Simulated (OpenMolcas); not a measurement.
An OpenMolcas run meant for Sc III (ANO-L-VDZP, non-relativistic; inactive shells 1s 2s 2p 3s 3p; intended active space 1 electron in 10 orbitals (3d 4d)). One step of its input:

```
&RASSCF
FileOrb=start.orb
Symmetry=1
Spin=2
nActEl=2 0 0
Inactive=3 6
Ras2=10 0
CIRoot=10 10 1
SDav=10
CIMx=300
Iter=80 100
PrWF=0.3
OrbListing=Nothing
MaxOrb=0
Atom
CIOnly
>>> COPY $Project.JobIph JOB001
```

Lines from the output:

```
--- SEWARD ---
Basis set label: SC.ANO-L...5S4P2D1F.

      Electronic valence basis set:
      ------------------
      Associated Effective Charge  21.000000 au
      Associated Actual Charge     21.000000 au
      Nuclear Model: Point charge

      Shell  nPrim  nBasis  Cartesian Spherical Contaminant
         s      21       5        X
         p      15       4        X
         d      10       2                 X
         f       6       1                 X
                  Atomic mean-field integrals
--- RASSCF ---

 Nr of active orbitals     NAC=  10
 Spin degeneracy         ISPIN=   2
 There can be no such wave function.
 ************************************************
--- Stop Module: rasscf at  /rc=_RC_INPUT_ERROR_ ---
.####################.
.# User input error #.
.####################.
```

Task: What is wrong with the input?

Result: nActEl holds one electron too many for this ion, which clashes with the multiplicity.
